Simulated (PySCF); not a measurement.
**Which determinant of ZnC⁺ lies lowest?**

Unrestricted PBE0; PySCF, no relativity, basis sets Zn def2-SVP, C def2-SVP. Outer shells of the fragments: Zn+ 3d10 4s1; C 2s2 2p2.

Followed along the bond (rough minima from three points):

```tsv
2Ms+1	unpaired	⟨S²⟩ at the start	R at minimum (Å)	Te (eV)
2	π ↑	0.82	2.12	0.00
4	σ ↑, π ↑↑	3.76	1.90	0.18
2	σ ↓, π ↑↑	1.77	1.98	1.11
2	σ ↑, π ↑↓	1.76	1.92	1.12
```

Solutions found at the starting distance of 2.000 Å, counted from the lowest of them; the search is not exhaustive and high or unbound solutions are not listed, so other states can lie among these:

```json
{"2Ms+1": "2", "unpaired": "π ↑", "term": "²Π", "E (eV)": "0.00", "⟨S²⟩": "0.82", "⟨Lz²⟩": "1.00", "μ (D)": "-1.40"}
{"2Ms+1": "4", "unpaired": "σ ↑, π ↑↑", "term": "⁴Σ⁻", "E (eV)": "0.20", "⟨S²⟩": "3.76", "⟨Lz²⟩": "0.00", "μ (D)": "-2.68"}
{"2Ms+1": "2", "unpaired": "σ ↓, π ↑↑", "term": "mixed", "E (eV)": "1.07", "⟨S²⟩": "1.77", "⟨Lz²⟩": "0.00", "μ (D)": "-2.40"}
{"2Ms+1": "2", "unpaired": "σ ↑, π ↑↓", "term": "mixed", "E (eV)": "1.12", "⟨S²⟩": "1.76", "⟨Lz²⟩": "2.01", "μ (D)": "-2.58"}
{"2Ms+1": "4", "unpaired": "σ ↑↑, π ↑", "term": "⁴Π", "E (eV)": "1.65", "⟨S²⟩": "3.75", "⟨Lz²⟩": "1.00", "μ (D)": "2.52"}
{"2Ms+1": "2", "unpaired": "σ ↑", "term": "²Σ⁺", "E (eV)": "2.42", "⟨S²⟩": "0.75", "⟨Lz²⟩": "0.00", "μ (D)": "2.61"}
{"2Ms+1": "2", "unpaired": "σ ↑", "term": "mixed", "E (eV)": "2.48", "⟨S²⟩": "0.76", "⟨Lz²⟩": "2.00", "μ (D)": "-2.59"}
{"2Ms+1": "2", "unpaired": "π ↑", "term": "²Π", "E (eV)": "4.88", "⟨S²⟩": "0.80", "⟨Lz²⟩": "1.01", "μ (D)": "-3.94"}
{"2Ms+1": "4", "unpaired": "σ ↑, π ↑↑", "term": "mixed", "E (eV)": "6.27", "⟨S²⟩": "3.76", "⟨Lz²⟩": "2.01", "μ (D)": "1.38"}
```

A term symbol is given only where ⟨S²⟩ and ⟨Lz²⟩ are close to those of a pure state; real π, δ and φ orbitals otherwise mix terms. A positive dipole points towards C; it is taken about the centre of mass and depends on that origin.

Counting both spins, an empty level lies below a filled one in some of these solutions, because spin and occupation are held.
